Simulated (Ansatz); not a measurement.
One geometry of Ge4H5, several levels of theory.

```yaml
crystal:
  periodic: [false, false, false]
  atoms:
    - {symbol: Ge, position_ang: [-2.001242, 0.896970, -0.346271]}
    - {symbol: Ge, position_ang: [0.342258, 1.567686, -0.072514]}
    - {symbol: Ge, position_ang: [1.480457, -0.613970, -0.002920]}
    - {symbol: Ge, position_ang: [-0.859748, -1.292248, -0.233413]}
    - {symbol: H, position_ang: [2.082167, -1.164015, 1.301575]}
    - {symbol: H, position_ang: [-3.047920, 0.996328, 0.801408]}
    - {symbol: H, position_ang: [-1.016781, -1.231886, 1.345257]}
    - {symbol: H, position_ang: [0.525458, 1.599874, -1.644977]}
    - {symbol: H, position_ang: [2.495352, -0.758750, -1.148145]}
basis:
  gaussian: {orbitals: def2-TZVP, initial_orbitals: start.molden}
magnetization: {spin_polarized: true, initial_magnetization: 1}
hamiltonian: {xc: r2scan, dispersion: d4}
scf: {omitted_lower_state_checks: [starts]}
output: {orbitals: {seedname: orbitals}}
```

The file start.molden holds the orbitals of an earlier run on this structure, at another level or in another basis.

```sh
$ ansatz run in.yaml --threads 4 --pin off --events-out ev --progress --plain --max-ram 4787MiB
```

It prints (some lines left out):

```
Functional definition: r2SCAN
1652 factors; their error is unknown
mean field evaluation 1: about -226152.7028 eV, gradient 7.8e0 eV
mean field evaluation 2: about -226152.7893 eV, gradient 1.2e-1 eV
mean field evaluation 4: about -226152.7540 eV, gradient 6.0e-4 eV
mean field -226152.75401029 eV, -8310.9604180357 hartree, gradient 1.1e-5 eV, S^2 0.757113; 0 other end points of the search recorded, 0 dependent functions left out
reference -226152.75402469 eV, -8310.9604185649 hartree; 67, 66 occupied and 155, 156 virtual orbitals, 1652 factors
Total energy: -226152.82323631 eV, -8310.9629620451 hartree
Checks for a lower state left out: starts
```

Hardware: 4 threads of Arm Neoverse V1 on a shared host. Wall time 15 s.

As the first input, with `correlation: {method: mp2}` and without the key `hamiltonian` (abridged; 15 s):

```
Functional definition: HF
mean field -225972.38360097 eV, -8304.3319277526 hartree, gradient 2.5e-6 eV, S^2 1.268024
36 core orbitals not correlated: weight in the atoms' cores, before any rotation towards them, 1.000 or more for the frozen orbitals, at most 0.000 for the correlated occupied ones
second order -26.22691966 eV of doubles, -0.00000000 eV of singles
Total energy: -225998.61052063 eV, -8305.2957492728 hartree
Checks for a lower state left out: starts
```

The first input with `hamiltonian: {xc: lda}` (abridged; 2.8 s):

```
Functional definition: SPW92
mean field -225809.34447094 eV, -8298.3403502360 hartree, gradient 8.2e-5 eV, S^2 0.752089
Total energy: -225809.34451035 eV, -8298.3403516843 hartree
Checks for a lower state left out: starts
```

First input, but with `hamiltonian: {xc: pbe0, dispersion: d4}` (abridged; 16 s):

```
Functional definition: PBE0
mean field -226125.10886176 eV, -8309.9444775660 hartree, gradient 2.3e-5 eV, S^2 0.755758
Total energy: -226125.39278266 eV, -8309.9549114666 hartree
Checks for a lower state left out: starts
```

First input, but with `hamiltonian: {xc: pbe, dispersion: d4}`, `output: {forces: true, orbitals: {seedname: orbitals}}` (abridged; 7 s):

```
Functional definition: PBE
mean field -226119.41414492 eV, -8309.7352005820 hartree, gradient 1.3e-5 eV, S^2 0.753544
Total energy: -226119.74510977 eV, -8309.7473633160 hartree
Atom 0 force    -0.063368     0.101042    -0.201625 eV/Å
Atom 1 force     0.041554     0.219270     0.253408 eV/Å
Atom 2 force    -0.001231    -0.020713    -0.026458 eV/Å
Atom 3 force    -0.050854    -0.226420    -0.231247 eV/Å
Atom 4 force     0.088194    -0.064416     0.168070 eV/Å
Atom 5 force    -0.157178     0.010146     0.172784 eV/Å
Atom 6 force    -0.014291     0.030511     0.206525 eV/Å
Atom 7 force     0.019409    -0.021421    -0.202629 eV/Å
Atom 8 force     0.137766    -0.027999    -0.138828 eV/Å
Dipole moment:     0.035534    -0.015326     0.006520 e Å
Checks for a lower state left out: starts
```

Geometry: r2SCAN-D4/def2-SVP.

Correlated methods freeze 36 core orbitals; core or outer-core shells of Ge are correlated, in sets that lack core-valence functions. At MP2/def2-TZVP the charge 0 doublet is spin-contaminated (final ⟨S²⟩ up to 1.27, 0.75 for a pure state). Another isomer (doublet) lies 0.41 eV lower at PBE0-D4/def2-TZVP; other spin states weren't run for this one.
